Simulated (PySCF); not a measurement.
**Strontium: a sound run and one with changed settings**

Sound run: Sr [Kr] 5s2, Sr+ [Kr] 5s1. Computed with PySCF 2.14 in x2c-SVPall (6s4p5d1f, 50 functions), with scalar relativity by spin-free X2C-1e. In the sound run the correlated levels freeze [Kr]. The sound run starts from symmetry-adapted Hartree-Fock orbitals and uses a fine grid where one is needed.

Changed run: all electrons correlated in a basis built for the valence shell.

```
species  method  sound run (hartree)  changed run (hartree)  converged
     Sr     MP2          -3177.03991            -3177.25866        yes
    Sr+     MP2                  n/a            -3177.05961        yes
```

Ionisation energy of Sr:

```json
{"method": "UHF", "sound run (eV)": "4.774", "changed run (eV)": "4.774"}
{"method": "MP2", "sound run (eV)": "5.203", "changed run (eV)": "5.417"}
{"method": "SCS-MP2", "sound run (eV)": "5.288", "changed run (eV)": "5.459"}
```

A valence basis has no tight correlating functions, so it recovers only part of the core correlation, and not evenly between atom and ion.

For comparison, NIST gives 5.695 eV between the lowest levels.
